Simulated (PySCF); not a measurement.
## Exercise with solution: dipole moment from atomic charges

GeF₂, SMILES [F][Ge][F] (connectivity only; charge and spin as stated), neutral, multiplicity 1. Atoms are numbered in the order given.

```xyz
3

Ge     0.0000     0.0000     0.4177
F      0.0000    -1.3212    -0.7425
F      0.0000     1.3212    -0.7425
```
Charge 0, spin multiplicity 1.

Coordinates come from a B3LYP-D3(BJ)/def2-TZVP optimisation. The isomer is the one that the SMILES or the coordinates give; other isomers of the formula were not compared.

Charges (e) from M06-2X/def2-TZVPD run with PySCF:

```tsv
atom	IAO	ESP fit
Ge1	1.108	0.532
F2	-0.554	-0.266
F3	-0.554	-0.266
```

The dipole moment of the full density is 2.63 D.

Problem. What dipole moment does each set of point charges give, and which comes closer to that of the density?

Solution. 
μ = Σ q r, and 1 e Å = 4.8032 D.
IAO: Σ q r = (0.000, 0.000, 1.286) e Å, |μ| = 6.17 D.
ESP fit: Σ q r = (0.000, 0.000, 0.617) e Å, |μ| = 2.96 D.
ESP fit comes closer in size. Point charges leave out the atoms' own dipoles (lone pairs, polarised bonds); fits to the potential absorb them, partitions of the density don't.
